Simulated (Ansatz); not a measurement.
Geometry optimisation, RHF/def2-SVP (Ansatz).

input.yaml

```yaml
crystal:
  periodic: [false, false, false]
  atoms:
    - { symbol: W, position_ang: [0.551211, -0.170836, -0.396379] }
    - { symbol: H, position_ang: [-0.734828, -0.94512, 0.415497] }
    - { symbol: O, position_ang: [1.866804, -0.055702, 0.873744] }
    - { symbol: H, position_ang: [2.550074, -0.638159, 1.178355] }
    - { symbol: Cl, position_ang: [0.40619, 2.338876, -0.286952] }
    - { symbol: Cl, position_ang: [-3.530024, 0.70654, 2.22295] }
    - { symbol: Cl, position_ang: [1.153152, -2.489771, -0.669253] }
    - { symbol: Cl, position_ang: [-0.114634, -0.043832, -2.598969] }
    - { symbol: Br, position_ang: [-2.036195, 1.961626, 1.281834] }
    - { symbol: H, position_ang: [-1.08605, 0.845879, 0.673471] }
basis:
  gaussian: { orbitals: def2-SVP }
hamiltonian:
  xc: hf
relax:
  f_tol: 0.03
  max_steps: 50
```

Command:

```bash
$ ansatz run input.yaml --threads 4 --pin off --max-ram 5120MiB --backend cpu --events-out ev --progress --plain --runs-dir out
```

Task: Where does it end, and by what steps?

Result: The forces met the threshold. After 20 steps the energy has fallen by 1.973 eV; Cl6 moved furthest, 1.41 Å. Parted: Br9–H10 (1.59 → 3.13 Å). Joined: H2–H10 (1.84 → 0.82 Å).

```json
{"step": "0", "energy less start (eV)": "0.0000", "largest force component (eV/Å)": "1.319", "accepted": "yes"}
{"step": "1", "energy less start (eV)": "-0.3489", "largest force component (eV/Å)": "1.807", "accepted": "yes"}
{"step": "2", "energy less start (eV)": "-0.8474", "largest force component (eV/Å)": "1.601", "accepted": "yes"}
{"step": "3", "energy less start (eV)": "-1.3279", "largest force component (eV/Å)": "2.374", "accepted": "yes"}
{"step": "4", "energy less start (eV)": "-1.6296", "largest force component (eV/Å)": "1.334", "accepted": "yes"}
{"step": "5", "energy less start (eV)": "-1.7877", "largest force component (eV/Å)": "0.731", "accepted": "yes"}
{"step": "6", "energy less start (eV)": "-1.8774", "largest force component (eV/Å)": "0.423", "accepted": "yes"}
{"step": "7", "energy less start (eV)": "-1.9084", "largest force component (eV/Å)": "0.368", "accepted": "yes"}
{"step": "8", "energy less start (eV)": "-1.8443", "largest force component (eV/Å)": "1.792", "accepted": "no"}
{"step": "9", "energy less start (eV)": "-1.9254", "largest force component (eV/Å)": "0.181", "accepted": "yes"}
{"step": "10", "energy less start (eV)": "-1.9425", "largest force component (eV/Å)": "0.093", "accepted": "yes"}
{"step": "11", "energy less start (eV)": "-1.9425", "largest force component (eV/Å)": "0.366", "accepted": "no"}
{"step": "12", "energy less start (eV)": "-1.9500", "largest force component (eV/Å)": "0.101", "accepted": "yes"}
{"step": "13", "energy less start (eV)": "-1.9544", "largest force component (eV/Å)": "0.127", "accepted": "yes"}
{"step": "14", "energy less start (eV)": "-1.9587", "largest force component (eV/Å)": "0.214", "accepted": "yes"}
{"step": "15", "energy less start (eV)": "-1.9642", "largest force component (eV/Å)": "0.219", "accepted": "yes"}
{"step": "16", "energy less start (eV)": "-1.9689", "largest force component (eV/Å)": "0.142", "accepted": "yes"}
{"step": "17", "energy less start (eV)": "-1.9719", "largest force component (eV/Å)": "0.079", "accepted": "yes"}
{"step": "18", "energy less start (eV)": "-1.9728", "largest force component (eV/Å)": "0.090", "accepted": "yes"}
{"step": "19", "energy less start (eV)": "-1.9725", "largest force component (eV/Å)": "0.120", "accepted": "no"}
{"step": "20", "energy less start (eV)": "-1.9732", "largest force component (eV/Å)": "0.016", "accepted": "yes"}
```

```xyz
10
Properties=species:S:1:pos:R:3
W 0.723 -0.143 -0.463
H -0.651 -1.031 0.424
O 2.145 -0.015 0.673
H 2.841 -0.640 0.844
Cl 0.162 2.193 -0.147
Cl -4.432 1.697 2.673
Cl 1.316 -2.484 -0.745
Cl 0.359 0.059 -2.708
Br -2.618 2.119 1.562
H -0.819 -0.244 0.581
```

Run time: 83 s on 4 threads of Arm Neoverse V2, with other jobs on the host, peak memory 0.65 GiB.
